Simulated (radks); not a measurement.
Task: The tin anion Sn4-, [Xe], held by a Watson sphere: a shell of charge +4 at radius R that stands for the Madelung well of a crystal (potential energy -4/R inside, -4/r outside, in hartree with lengths in bohr). Method: scalar-relativistic Kohn-Sham, PBEsol, spin-polarised, spherical densities, finite nucleus; Fermi nuclear charge, rms radius of each element as measured or else 0.836 A^(1/3) + 0.57 fm; computed with a radial shooting solver on a logarithmic mesh with Libxc functionals. Response by self-consistent Sternheimer equations with the Hartree and adiabatic LDA kernel, the relativistic mass of each level held fixed and spin-orbit coupling left out. The sphere does not respond.

R (bohr)  e(4d) (eV)  e(5s) (eV)  e(5p) (eV)  <r> 5p (bohr)  sum of <r^2> (bohr^2)  X-ray form factor at sin(theta)/lambda = 0.1 1/angstrom  alpha (bohr^3)
2.66         -26.084     -13.654      -6.769          2.934                  95.93                                                   48.361           57.38
2.83         -25.460     -13.072      -6.495          3.022                  100.0                                                   48.206           64.35
3.58         -23.940     -11.004      -5.330          3.428                  120.0                                                   47.560           108.4
3.74         -23.769     -10.661      -5.106          3.517                  124.7                                                   47.435           121.2
3.86         -23.662     -10.423      -4.944          3.584                  128.2                                                   47.345           131.7
4.53         -23.281      -9.379      -4.159          3.964                  149.4                                                   46.901           207.2
5.5          -23.068      -8.520      -3.338          4.529                  184.6                                                   46.447           380.3
5.6          -23.059      -8.464      -3.271          4.587                  188.5                                                   46.413           403.1

Estimate the row for R = 5.34 bohr.

Result: e(4d) (eV) -23.087; e(5s) (eV) -8.621; e(5p) (eV) -3.452; <r> 5p (bohr) 4.435; sum of <r^2> (bohr^2) 178.4; X-ray form factor at sin(theta)/lambda = 0.1 1/angstrom 46.506; alpha (bohr^3) 345.8.
